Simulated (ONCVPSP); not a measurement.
## mercury (Hg), ONCV: configuration errors across variants

- Element: Hg (Z = 80)
- Generator: ONCVPSP 4.0.1
- Type: optimised norm-conserving Vanderbilt (ONCV)
- Functional: PBEsol
- Relativity: fully relativistic
- Frozen core: [Kr] 4d10
- Valence charge: 34
- Reference configuration: 4f14 5s2 5p6 5d10 6s1.5 (charge +0.5)
- Partial waves: 5s+6s: rc 1.35 bohr, ncon 4, nbas 8, qcut 9 1/bohr, 2 projectors; 5p: rc 1.80 bohr, ncon 4, nbas 7, qcut 8.6 1/bohr, 1 projector; 5d: rc 2.00 bohr, ncon 4, nbas 8, qcut 8.6 1/bohr, 2 projectors, debl 3.6 Ha; 4f: rc 0.90 bohr, ncon 4, nbas 9, qcut 20.6 1/bohr, 3 projectors, debl 2.9 Ha
- Local potential: polynomial inside 0.80 bohr (lpopt 5, dvloc0 0 Ha)
- Core correction: none

Open shells are filled in proportion to 2j + 1.

In the f channel the program set the typed energies aside and used -3.609, 0.250, 3.150 Ha (j = l + 1/2; the other j can differ).

All-electron excitation energies from the reference (eV): (1) 4f14 5s2 5p6 5d10 6s2 -4.390; (2) 4f14 5s2 5p6 5d10 6s1 6.364; (3) 4f14 5s2 5p6 5d10 6s0 25.378; (4) 4f14 5s1 5p6 5d10 6s2 121.003.

A true bound ghost makes a file unfit for plane-wave use even where its test errors are small: the radial tests pick states by their node count and pass the ghost by.

Errors AE − PS in meV (a dash: test not solved or not reliable):

```csv
change,(1),(2),(3),(4),bound ghosts,GHOST(+) flags above zero
base,-0.3,+0.1,-1.4,+75,"s, p3/2, p1/2",none
"local potential polynomial inside 0.80 bohr (lpopt 5, dvloc0 -2.5 Ha)",–,–,–,–,"s, p1/2",none
"local potential polynomial inside 0.80 bohr (lpopt 5, dvloc0 0.5 Ha)",-0.3,0.0,-1.5,+61,"s, p3/2, p1/2",none
"local potential polynomial inside 0.80 bohr (lpopt 5, dvloc0 2 Ha)",-0.3,0.0,-1.5,+36,"s, p3/2",none
"local potential polynomial inside 0.80 bohr (lpopt 5, dvloc0 3.5 Ha)",-0.3,0.0,-1.4,+23,"s, p3/2",none
"local potential polynomial inside 0.80 bohr (lpopt 5, dvloc0 5 Ha)",-0.3,+0.1,-1.2,+3.1,"s, p3/2",none
"local potential polynomial inside 0.80 bohr (lpopt 5, dvloc0 6.5 Ha)",-0.3,0.0,-1.3,+2.1,s,none
"local potential polynomial inside 0.80 bohr (lpopt 5, dvloc0 7.5 Ha)",-0.3,0.0,-1.2,-1.0,s,none
"local potential polynomial inside 0.80 bohr (lpopt 5, dvloc0 9 Ha)",-0.4,+0.1,-0.8,-5.7,s,none
```

Q: Give the same row for: local potential polynomial inside 0.80 bohr (lpopt 5, dvloc0 -1 Ha).

A: -0.3, 0.0, -1.4, +118; bound ghosts: s, p3/2, p1/2; GHOST(+) flags above zero: none.
